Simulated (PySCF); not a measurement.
Dipole moment and polarisability of `BCC1c2ccccc21`

C₈H₉B.
Geometry (PBE0-D3(BJ)/def2-SVP, Å), atoms numbered from 1 in this order:
```xyz
18
C8H9B angstrom
B     -3.153    0.869    0.569
C     -2.092   -0.132    0.031
C     -0.854    0.443   -0.626
C      0.388   -0.363   -0.852
C      1.425   -1.224   -1.147
C      2.571   -1.015   -0.355
C      2.621   -0.037    0.648
C      1.528    0.805    0.931
C      0.438    0.583    0.116
H     -4.033    0.480    1.303
H     -3.165    2.026    0.209
H     -1.834   -0.912    0.767
H     -2.692   -0.678   -0.735
H     -1.088    1.222   -1.370
H      1.398   -2.001   -1.915
H      3.454   -1.639   -0.520
H      3.540    0.068    1.230
H      1.577    1.552    1.728
```

Level: CAM-B3LYP/def2-SVPD (PySCF), static field, nuclei fixed, core orbitals frozen in the response. The polarisability tensor in these axes (au):

```
x   132.78 -14.67   5.09
y   -14.67  91.95  14.50
z     5.09  14.50  88.03
```

**Question.** What are the eigenvalues, a third of the trace, and Δα (Δα² = ½Σ(αi − αj)² over the three pairs)?

**Answer.** Principal values 72.26, 103.00 and 137.50 au; mean 104.25 au = 15.45 Å³ = 17.19 × 10⁻⁴⁰ C²·m²/J; Δα = 56.54 au (54 % of the mean).

**Question.** What is the dipole moment, and where does it point?

**Answer.** (0.13, -0.52, -0.16) D, 0.56 D in size, pointing from the negative to the positive side. Measured along this direction, the outermost atoms are H11 at the negative end and H15 at the positive end.

**Question.** What are the principal values of the traceless quadrupole moment, Θ = ½Σq(3rr − r²1), about the centre of nuclear charge?

**Answer.** -5.42, -1.40, 6.82 D·Å. The values depend on the origin, since the dipole doesn't vanish. The electronic extent ⟨r²⟩ about the same centre is 1308 bohr², a root-mean-square distance of 2.43 Å for the 62 electrons.

**Question.** What molar refraction does this α imply?

**Answer.** Lorentz–Lorenz: R = (4π/3)N_A α = 2.5225 cm³/(mol·Å³) × 15.45 Å³ = 39.0 cm³/mol, in the limit of long wavelengths.

**Question.** Find the Langevin capture rate constant for O2+ (31.990 u) meeting this molecule (116.080 u), k = 2.342 × 10⁻⁹ cm³/s × √(α in Å³ / reduced mass in u).

**Answer.** The reduced mass is 25.08 u, so k = 1.84 × 10⁻⁹ cm³/s. The formula leaves out the permanent dipole, which adds to the capture rate.

**Question.** What depolarisation ratio follows for Rayleigh scattering of linearly polarised light, taking the static tensor?

**Answer.** ρ = 3Δα²/(45ᾱ² + 4Δα²) = 9588.7/(489085 + 12784.9) = 0.0191.

Isolated species at its PBE0-D3(BJ)/def2-SVP geometry (one conformer only).
